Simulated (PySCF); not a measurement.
Isomers C5H11FSi:

A. `C1C(C)(C)[SiH2][C@H]1F`
B. `CC(C)[C@@H]1[SiH2][C@@H]1F`
C. SMILES CC/C(=C\[SiH3])CF
D. `InChI=1S/C5H11FSi/c1-2-3-4-7-5-6/h3-4H,2,5,7H2,1H3/b4-3+`

Spectrum 1. 13C{1H} NMR (computed): δ 81.3 (CH), 29.5 (CH), 28.7 (CH), 28.3 (CH3), 26.9 (CH3).

Spectrum 2. 13C{1H} NMR (computed): δ 85.7 (CH), 50.6 (CH2), 31.9 (CH3), 31.1 (CH3), 23.2 (C).

Spectrum 3. 13C{1H} NMR (computed): δ 164.1 (CH), 125.9 (CH), 79.8 (CH2), 37.4 (CH2), 16.7 (CH3).

Spectrum 4. 13C{1H} NMR (computed): δ 169.2 (C), 113.3 (CH), 87.7 (CH2), 29.3 (CH2), 16.6 (CH3).

Computed data (PySCF 2.14.0 with density-fitted response routines): shielding tensors at PBE0/pcSseg-1 (GIAO), GFN2-xTB structure. Isolated molecule, a single conformation, equivalent nuclei averaged, relativity neglected.

Scale: 13C (σ = 186.93 ppm) against TMS (reference shieldings calculated alike). Splittings of carbon signals by F and P are missing where no couplings were computed. Shifts are as computed. Against solution values, carbons near 30 ppm lie about +3 ppm off and those near 130 ppm about +5 ppm. Of 1309 compounds with measured shifts, 239 miss one by over three times the rms of a fit or turn the order of signals round; such compounds aren't used in these exercises.

Task: Match each spectrum to its structure.

Result: 1–B, 2–A, 3–D, 4–C.

- Spectrum 1 (B): 5 13C signals; δC 81.3 is a three-membered-ring carbon; δC 29.5 is a three-membered-ring carbon.
- Spectrum 2 (A): 5 13C signals; δC 85.7 is an sp3 CH bonded to F and Si; δC 50.6 is an sp3 CH2 in a ring.
- Spectrum 3 (D): 5 13C signals; δC 164.1 is an alkene CH; δC 125.9 is an alkene CH.
- Spectrum 4 (C): 5 13C signals; δC 113.3 is an alkene CH; δC 87.7 is an allylic sp3 CH2 bonded to F.
